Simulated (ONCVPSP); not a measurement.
## Ge (Z = 32), ONCV: configuration errors across variants

germanium, optimised norm-conserving Vanderbilt (ONCV), made with ONCVPSP 4.0.1 (PW91, scalar-relativistic). Core [Ar], reference 3d10 4s2 4p2. Waves: 4s: rc 1.75 bohr, ncon 4, nbas 7, qcut 3.9 1/bohr, 1 projector; 4p: rc 2.25 bohr, ncon 3, nbas 7, qcut 3.7 1/bohr, 3 projectors, debl 2.5 Ha; 3d: rc 0.90 bohr, ncon 4, nbas 9, qcut 17.1 1/bohr, 3 projectors, debl 3.1 Ha; f scattering state at 0.15 Ha: rc 2.25 bohr, ncon 4, nbas 8, qcut 5.2 1/bohr, 2 projectors, debl 3.3 Ha. Local part: polynomial inside 0.75 bohr (lpopt 5, dvloc0 0 Ha). Core correction: Teter function, fcfact 2, rcfact 1.25.

All-electron excitation energies from the reference (eV): (1) 3d10 4s2 4p1 7.502; (2) 3d10 4s2 4p0 23.027; (3) 3d10 4s1 4p0 57.928; (4) 3d10 4s1 4p2 16.246.

1 further variants failed, have other tests or too few solved ones, and are left out.

A true bound ghost makes a file unfit for plane-wave use even where its test errors are small: the radial tests pick states by their node count and pass the ghost by.

Errors AE − PS in meV (a dash: test not solved or not reliable):

```tsv
change	(1)	(2)	(3)	(4)	bound ghosts	GHOST(+) flags above zero
base	-1.4	-9.7	-14	+5.2	s, f	p
s: rc 1.46	-1.4	-9.8	-14	+5.3	s, f	p
s: rc 1.72	-1.4	-9.8	-14	+5.3	s, f	p
s: rc 1.94	-1.3	-8.8	-14	+3.6	s, f	p
s: rc 2.06	-1.2	-7.5	-15	+1.6	s, f	p
s: rc 2.52	0.0	+4.2	-28	-14	s, f	p
```

Q: Give the same row for: s: rc 2.34.

A: -0.6, -1.7, -22, -6.7; bound ghosts: s, f; GHOST(+) flags above zero: p.
